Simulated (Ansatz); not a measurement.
Several settings on one geometry of BiH2(CF3) (CH2BiF3) (that of the charge 0 singlet, r2SCAN-D4/def2-SVP). Ansatz on 4 threads of Intel Xeon on a shared host; times are rough.

```
atom   x (Å)   y (Å)   z (Å)
 Bi1   0.534   0.978   1.132
  H2   1.992   0.915   0.079
  H3  -0.207   2.189   0.029
  C4  -0.424  -0.739  -0.128
  F5  -0.395  -0.531  -1.450
  F6  -1.713  -0.912   0.225
  F7   0.214  -1.900   0.113
```

Totals from different functionals, basis sets or treatments of relativity can't be compared as stabilities.

In the def2 sets Bi takes a core potential; there is no spin–orbit coupling.

The spins typed aren't always the lowest for that charge.

Q: Give the basis size and estimate the energy, ⟨S²⟩ and time of these runs.

```
run                            method  charge    state                                                                                                                                                                              further keys
  1       RKS r2SCAN50-D4/def2-mTZVPP       0  singlet                                                                                                                                 scf: {omitted_lower_state_checks: [starts]}; forces asked
  2            ROKS B97M-V/def2-mTZVP       1  doublet  fitting: {mean_field: def2-universal-jkfit}; nuclear_model: gaussian; point_charges: [{charge: 1.00, position_ang: [4.635, 0.715, 0.228]}]; scf: {lower_state_search: off}; forces asked
  3  RKS revPBE0-D3(BJ)-ATM/def2-TZVP       0  singlet                                                                                                                                                                                         –
```

A: 
```tsv
run	functions	energy (Eh)	⟨S²⟩	wall time
1	137	-553.3304	–	7 s
2	118	-552.9849	–	7.5 s
3	186	-553.4783	–	2.6 s
```
